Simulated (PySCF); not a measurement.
Simulation results for BGeH₃NO, BGeH₃N₂, B₃GeH₅, CH₆B₂Ge and others

Computed with PySCF 2.14.0. Calculation on a computer-drawn molecule: optimised geometry and harmonic frequencies of an isolated molecule of the commonest isotopes, restricted reference for singlets and unrestricted otherwise, frozen core in MP2; on germanium a core potential holds 10 electrons, which the energies leave out, and 3d is frozen in MP2 and coupled-cluster steps.

Common to all runs: charge 0; basis cc-pVDZ; basis and core potential on germanium cc-pVDZ-PP ECP10MDF.

(1) BGeH₃NO

Start structure:
```xyz
7
BGeH3NO
B      1.2956    -2.5579     0.2348
N      1.7021    -1.5613     0.8796
Ge     2.3446    -0.1915     1.9686
O      0.8653     0.8054     2.2714
H      0.9105    -3.4213    -0.3645
H      2.9520     0.7771     0.9148
H      0.0851     0.3549     2.6051
```

- multiplicity: 2
- method: HF
- rotational constants: 13.31, 3.191, 2.621 GHz
- total energy: -449.1405 hartree
- spin squared: 0.7575
- convergence status largest gradient component: 6.532e-06 hartree/bohr

Drawn bonds:
```
atom  other atom  order
   1           2      2
   2           3      1
   3           4      1
   1           5      1
   3           6      1
   4           7      1
```

Optimised structure:
```xyz
7
BGeH3NO
B      1.2787    -2.5564     0.2321
N      1.6081    -1.5195     0.8326
Ge     2.2486    -0.1451     1.8338
O      0.8687     0.8299     2.3907
H      0.9573    -3.5277    -0.3410
H      3.1022     0.7957     0.9673
H      0.0916     0.3284     2.5943
```

Modes:
```
frequency (cm⁻¹)  reduced mass (dalton)
           113.7                  3.107
           152.9                  1.881
           167.6                  2.143
           304.6                  4.339
           575.5                  9.989
           703.2                  1.178
           734.7                  5.633
           743.3                  1.119
           817.3                  1.349
           825.7                  1.345
           944.6                  1.117
            1962                  5.128
            2153                  1.022
            2983                  1.195
            4150                  1.067
```

(2) BGeH₃NO

Start structure:
```xyz
7
BGeH3NO
B      1.2787    -2.5564     0.2321
N      1.6081    -1.5195     0.8326
Ge     2.2486    -0.1451     1.8338
O      0.8687     0.8299     2.3907
H      0.9573    -3.5277    -0.3410
H      3.1022     0.7957     0.9673
H      0.0916     0.3284     2.5943
```

* multiplicity: 2
* method: MP2
* rotational constants: 13.28, 3.048, 2.529 GHz
* total energy: -449.6477 hartree
* spin squared: 0.7583
* convergence status largest gradient component: 3.522e-05 hartree/bohr

Drawn bonds:
```
atom  other atom  order
   1           2      2
   2           3      1
   3           4      1
   1           5      1
   3           6      1
   4           7      1
```

Optimised structure:
```xyz
7
BGeH3NO
B      1.2832    -2.6003     0.2002
N      1.6014    -1.5221     0.7949
Ge     2.2279    -0.1379     1.8479
O      0.8422     0.9039     2.3572
H      0.9708    -3.5852    -0.3718
H      3.1147     0.7922     0.9921
H      0.1150     0.3547     2.6894
```

Modes:
```
frequency (cm⁻¹)  reduced mass (dalton)
           98.93                   3.62
           145.5                   3.84
           188.2                  1.564
           292.6                   3.05
           532.7                  9.989
           649.7                  1.123
           697.7                  1.238
           703.5                  5.046
           706.5                    1.3
           714.5                  1.288
           927.2                  1.099
            1810                  5.574
            2121                  1.021
            2901                  1.175
            3842                  1.066
```

(3) BGeH₃N₂

Start structure:
```xyz
7
BGeH3N2
B      1.0071    -0.9624     3.7181
N      0.5945    -1.8504     3.0632
Ge    -0.2006    -3.2128     2.0866
N      0.1112    -2.4468     0.4214
H      1.4781    -0.1541     4.4256
H     -0.2104    -2.8885    -0.4247
H      0.5032    -1.5525     0.3008
```

- multiplicity: 1
- method: HF
- rotational constants: 12.21, 3.363, 2.636 GHz
- total energy: -428.7530 hartree
- convergence status largest gradient component: 1.629e-05 hartree/bohr

Drawn bonds:
```
atom  other atom  order
   1           2      2
   2           3      1
   3           4      1
   1           5      1
   4           6      1
   4           7      1
```

Optimised structure:
```xyz
7
BGeH3N2
B      1.0431    -0.9431     3.8150
N      0.5910    -1.7503     2.9825
Ge    -0.1662    -3.1609     2.0551
N      0.0685    -2.4809     0.3924
H      1.4735    -0.1724     4.5882
H     -0.2228    -2.9650    -0.4355
H      0.4959    -1.5949     0.1934
```

Modes:
```
frequency (cm⁻¹)  reduced mass (dalton)
           128.5                  3.344
             143                   3.88
           308.8                  4.055
           391.4                  1.232
           534.4                  9.425
           547.4                  1.049
           722.5                    4.9
           799.8                  1.316
           817.1                   1.37
             829                  1.354
            1660                  1.124
            1946                  5.152
            2975                  1.194
            3763                  1.049
            3881                  1.099
```

(4) BGeH₃N₂

Start structure:
```xyz
7
BGeH3N2
B      1.0431    -0.9431     3.8150
N      0.5910    -1.7503     2.9825
Ge    -0.1662    -3.1609     2.0551
N      0.0685    -2.4809     0.3924
H      1.4735    -0.1724     4.5882
H     -0.2228    -2.9650    -0.4355
H      0.4959    -1.5949     0.1934
```

* multiplicity: 1
* method: MP2
* rotational constants: 11.68, 3.278, 2.56 GHz
* total energy: -429.2449 hartree
* convergence status largest gradient component: 1.581e-05 hartree/bohr

Drawn bonds:
```
atom  other atom  order
   1           2      2
   2           3      1
   3           4      1
   1           5      1
   4           6      1
   4           7      1
```

Optimised structure:
```xyz
7
BGeH3N2
B      1.0510    -0.9290     3.8285
N      0.5865    -1.7593     2.9802
Ge    -0.1894    -3.2070     2.0502
N      0.0649    -2.4877     0.3887
H      1.4889    -0.1416     4.5935
H     -0.2222    -2.9598    -0.4668
H      0.5033    -1.5831     0.2168
```

Modes:
```
frequency (cm⁻¹)  reduced mass (dalton)
           112.2                  3.453
             128                  4.077
           278.8                  4.133
           382.4                  1.236
           493.5                  9.239
           555.9                  1.049
           696.9                  1.454
           697.8                  2.522
           716.3                  1.326
           730.7                  1.597
            1526                  1.129
            1784                  5.592
            2891                  1.173
            3567                  1.048
            3703                  1.098
```

(5) B₃GeH₅

Start structure:
```xyz
9
B3GeH5
B      0.3878    -1.0286     2.0997
B      0.0781    -1.1557     0.5522
B     -0.7612    -0.0073    -0.1949
Ge    -2.8326    -0.3593    -0.1209
H     -0.4502    -1.3267     2.9454
H      1.4072    -0.5655     2.5568
H      0.4776    -2.0446    -0.0811
H     -0.4825     1.0661    -0.6250
H     -2.7395    -0.9612    -1.5945
```

- multiplicity: 1
- method: HF
- rotational constants: 15.61, 1.587, 1.513 GHz
- total energy: -370.2377 hartree
- convergence status largest gradient component: 1.371e-05 hartree/bohr

Drawn bonds:
```
atom  other atom  order
   1           2      1
   2           3      1
   3           4      1
   1           5      1
   1           6      1
   2           7      1
   3           8      1
   4           9      1
```

Optimised structure:
```xyz
9
B3GeH5
B      0.4800    -1.0424     2.2552
B      0.0658    -1.0919     0.6290
B     -0.9323    -0.0382    -0.1918
Ge    -3.0121    -0.1224    -0.3897
H     -0.1855    -1.5996     3.0898
H      1.4626    -0.4641     2.6392
H      0.5272    -2.0039    -0.0194
H     -0.4488     0.9263    -0.7379
H     -2.8722    -0.9466    -1.7367
```

Modes:
```
frequency (cm⁻¹)  reduced mass (dalton)
           82.45                  3.907
           159.7                   1.91
           188.1                  1.645
           327.7                  1.282
           352.8                   1.52
           445.9                  1.517
           467.8                  1.644
           575.8                  1.164
           667.1                  1.162
           678.7                  1.072
           768.8                  2.754
           897.1                  1.678
           947.7                  1.773
            1007                   1.96
            1127                  2.327
            1268                  1.292
            1995                  1.021
            2628                  1.084
            2642                  1.086
            2657                  1.064
            2718                   1.12
```

(6) CH₆B₂Ge

Start structure:
```xyz
10
CH6B2Ge
B      0.4265    -2.0821     0.6756
C      1.6331    -1.9369    -0.2352
B      2.4509    -0.8525     0.5240
Ge     2.5270    -0.9196     2.5580
H     -0.6184    -1.5742     0.4047
H      0.4907    -2.6789     1.7098
H      1.3967    -1.7769    -1.3028
H      2.2734    -2.8486    -0.2168
H      2.8073     0.0618    -0.1468
H      1.2524    -0.0129     2.6018
```

* multiplicity: 1
* method: HF
* rotational constants: 11.26, 2.143, 1.893 GHz
* total energy: -384.0421 hartree
* convergence status largest gradient component: 1.584e-05 hartree/bohr

Drawn bonds:
```
atom  other atom  order
   1           2      1
   2           3      1
   3           4      1
   1           5      1
   1           6      1
   2           7      1
   2           8      1
   3           9      1
   4          10      1
```

Optimised structure:
```xyz
10
CH6B2Ge
B      0.2605    -2.2126     0.5712
C      1.5639    -1.9025    -0.2356
B      2.4257    -0.8081     0.5274
Ge     2.7466    -0.8142     2.6080
H     -0.8393    -1.9670     0.1577
H      0.3565    -2.6837     1.6794
H      1.4225    -1.6879    -1.2951
H      2.2170    -2.7887    -0.1360
H      2.9658     0.0661    -0.1061
H      1.5204     0.1778     2.8014
```

Modes:
```
frequency (cm⁻¹)  reduced mass (dalton)
           72.29                  3.408
           144.9                  1.815
             173                  1.302
           325.8                  1.183
             352                  1.985
           434.3                  1.287
           489.6                  2.137
           681.7                  1.137
           727.5                  1.116
           879.2                  2.153
           904.8                  1.243
           972.9                   1.36
            1061                  2.531
            1138                  1.604
            1159                  1.774
            1283                  1.241
            1343                  1.337
            1518                  1.127
            1977                  1.021
            2630                  1.064
            2644                  1.089
            2722                  1.116
            3096                  1.068
            3243                  1.091
```

(7) B₂GeH₃N

Start structure:
```xyz
7
B2GeH3N
B     -1.7458     0.2461     2.6695
N     -1.3145    -0.1071     1.3643
B     -0.9835    -0.4332     0.1889
Ge    -0.2944    -0.9019    -1.6888
H     -2.4677    -0.4463     3.2206
H     -1.3102     1.1261     3.1770
H     -1.5201    -0.0652    -2.3642
```

* multiplicity: 1
* method: HF
* rotational constants: 107.8, 1.407, 1.406 GHz
* total energy: -398.9486 hartree
* convergence status largest gradient component: 3.979e-05 hartree/bohr

Drawn bonds:
```
atom  other atom  order
   1           2      1
   2           3      2
   3           4      1
   1           5      1
   1           6      1
   4           7      1
```

Optimised structure:
```xyz
7
B2GeH3N
B     -1.7259     0.2132     2.6771
N     -1.3332    -0.1037     1.3679
B     -0.9956    -0.3773     0.1954
Ge    -0.3182    -0.9154    -1.7289
H     -2.5046    -0.4944     3.2595
H     -1.2832     1.1916     3.2184
H     -1.4755    -0.0955    -2.4221
```

Modes:
```
frequency (cm⁻¹)  reduced mass (dalton)
           114.1                  4.098
           122.8                  3.813
           218.2                  1.015
           303.1                  5.504
           328.6                  5.426
           342.2                  6.635
           741.8                  1.214
            1013                  1.395
            1103                  1.363
            1108                   2.86
            1356                  1.408
            2030                  1.063
            2068                  8.314
            2654                  1.051
            2716                  1.129
```

(8) B₂GeH₃N

Start structure:
```xyz
7
B2GeH3N
B     -1.7259     0.2132     2.6771
N     -1.3332    -0.1037     1.3679
B     -0.9956    -0.3773     0.1954
Ge    -0.3182    -0.9154    -1.7289
H     -2.5046    -0.4944     3.2595
H     -1.2832     1.1916     3.2184
H     -1.4755    -0.0955    -2.4221
```

* multiplicity: 1
* method: MP2
* rotational constants: 105.1, 1.396, 1.395 GHz
* total energy: -399.3400 hartree
* convergence status largest gradient component: 1.729e-05 hartree/bohr

Drawn bonds:
```
atom  other atom  order
   1           2      1
   2           3      2
   3           4      1
   1           5      1
   1           6      1
   4           7      1
```

Optimised structure:
```xyz
7
B2GeH3N
B     -1.7298     0.2162     2.6907
N     -1.3410    -0.0982     1.3680
B     -1.0010    -0.3744     0.1612
Ge    -0.3041    -0.9260    -1.7338
H     -2.5089    -0.5046     3.2666
H     -1.2749     1.1994     3.2242
H     -1.4764    -0.0939    -2.4096
```

Modes:
```
frequency (cm⁻¹)  reduced mass (dalton)
           104.9                  4.132
           107.2                  3.877
             259                  1.022
             269                  5.063
           284.9                  4.911
           337.9                  7.221
           677.4                   1.22
           950.6                  1.392
            1041                  1.356
            1057                  2.925
            1284                  1.397
            1886                  11.85
            1983                  1.022
            2616                  1.051
            2700                   1.13
```
